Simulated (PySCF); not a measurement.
**How methods differ on the ionisation energy of Xe⁺**

Xe⁺ [Kr] 4d10 5s2 5p5 (2P) → Xe²⁺ [Kr] 4d10 5s2 5p4 (3P), as a difference of total energies. All numbers are calculated (PySCF 2.14, scalar relativity by spin-free X2C-1e, in ANO-RCC-VTZP (7s6p4d2f1g, 68 functions)). Correlated levels: valence and next inner shell: [Ar] 3d10 frozen. The calculations carry no spin-orbit coupling.

```
                                method  ionisation energy (eV)  plus first-order spin-orbit estimate  difference from reference of that sum (eV)
                                   UHF                  20.096                                20.056                                      -0.919
    MP2 (valence and next inner shell)                  21.054                                21.014                                      +0.039
SCS-MP2 (valence and next inner shell)                  21.005                                20.965                                      -0.010
   CCSD (valence and next inner shell)                  20.998                                20.958                                      -0.017
CCSD(T) (valence and next inner shell)                  21.040                                21.000                                      +0.025
```

Reference: 20.975 eV (semi-empirical (NIST evaluation); NIST Atomic Spectra Database, ionization energies).

A first-order spin-orbit estimate (lowest level to lowest level, LS coupling) adds -0.040 eV.

Errors of the correlated levels include the incompleteness of this basis and the frozen core.
